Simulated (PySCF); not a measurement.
# 29Si chemical shifts

[PySCF: NMR shieldings at PBE0/pcSseg-1/GIAO; geometry from GFN2-xTB; averaged over atoms made equivalent by symmetry, fast rotation or ring inversion; one computed conformer; no relativistic terms; no solvent model]

Shieldings were converted by a linear fit to measured shifts: 29Si (scatter 8.9 ppm rms, 25.8 ppm with the 6 outliers that the fit left out vs TMS, solution or neat liquid). Occasional misses reach two or three times the rms, and more in compound classes unlike the fitted ones.

(1) Give the 29Si shifts of `C#C[Si@@H]1C=C(/C=N/C)[SiH2]O1`, `C/C([SiH3])=C(/F)C#N`, `[SiH3]O[Si@@H]1C=C[SiH2]N1`.

(2) Match the shifts -24.2, -53.5, -71.1 ppm to `C/C(=C/F)[SiH2]C#N`, `C#C[Si@@H](N)C(=C)F`, `C#C/C=C/[Si@H](N)F`.

## Answers

(1) 
```tsv
compound	environment	δ (ppm)
[CH:1]#[C:2][Si@@H:3]1[CH:4]=[C:5](/[CH:6]=[N:7]/[CH3:8])[SiH2:9][O:10]1	Si9: silicon bonded to C, O, 2 H, in a 5-membered ring	-19.4
[CH:1]#[C:2][Si@@H:3]1[CH:4]=[C:5](/[CH:6]=[N:7]/[CH3:8])[SiH2:9][O:10]1	Si3: silicon bonded to 2 C, O, H, in a 5-membered ring	-29.0
C/C([SiH3])=C(/F)C#N	silicon bonded to C, 3 H	-70.6
[SiH3:1][O:2][Si@@H:3]1[CH:4]=[CH:5][SiH2:6][NH:7]1	Si3: silicon bonded to C, N, O, H, in a 5-membered ring	-30.2
[SiH3:1][O:2][Si@@H:3]1[CH:4]=[CH:5][SiH2:6][NH:7]1	Si6: silicon bonded to C, N, 2 H, in a 5-membered ring	-36.5
[SiH3:1][O:2][Si@@H:3]1[CH:4]=[CH:5][SiH2:6][NH:7]1	Si1: silicon bonded to O, 3 H	-45.1
```

(2) -24.2: C#C/C=C/[Si@H](N)F (silicon bonded to C, F, N, H); -53.5: C#C[Si@@H](N)C(=C)F (silicon bonded to 2 C, N, H); -71.1: C/C(=C/F)[SiH2]C#N (silicon bonded to 2 C, 2 H).
